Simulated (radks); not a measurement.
Values are calculated unless marked as measured or tabulated.
Question: The mean radii <r> (bohr) of the occupied orbitals of an atom or ion are listed with their occupations. Level of theory: Dirac Kohn-Sham, BLYP, spin-unpolarised, spherical densities, finite nucleus; Fermi nuclear charge, rms radius of each element as measured or else 0.836 A^(1/3) + 0.57 fm (a radial shooting solver on a logarithmic mesh with Libxc functionals).

| orbital | occ. | <r> |
|---|---|---|
| 1s1/2 | 2 | 0.04860 |
| 2s1/2 | 2 | 0.2176 |
| 2p1/2 | 2 | 0.1883 |
| 2p3/2 | 4 | 0.1918 |
| 3s1/2 | 2 | 0.6518 |
| 3p1/2 | 2 | 0.6719 |
| 3p3/2 | 4 | 0.6827 |
| 3d3/2 | 4 | 0.8077 |
| 3d5/2 | 6 | 0.8142 |
| 4s1/2 | 2 | 2.338 |
| 4p1/2 | 1 | 3.407 |

Name the element and its charge. Open shells, if any, fill j = l - 1/2 first.

Answer: Z = 31, gallium, charge 0: Ga in [Ar] 3d10 4s2 4p1. The 1s radius gives Z: for a bare nucleus <r> = (2 gamma + 1)/(2Z) with gamma = sqrt(1 - (Z/c)^2), 0.04755 bohr for Z = 31, and screening makes it slightly larger (0.04860 here). The occupations add up to 31, and the charge is Z minus that.
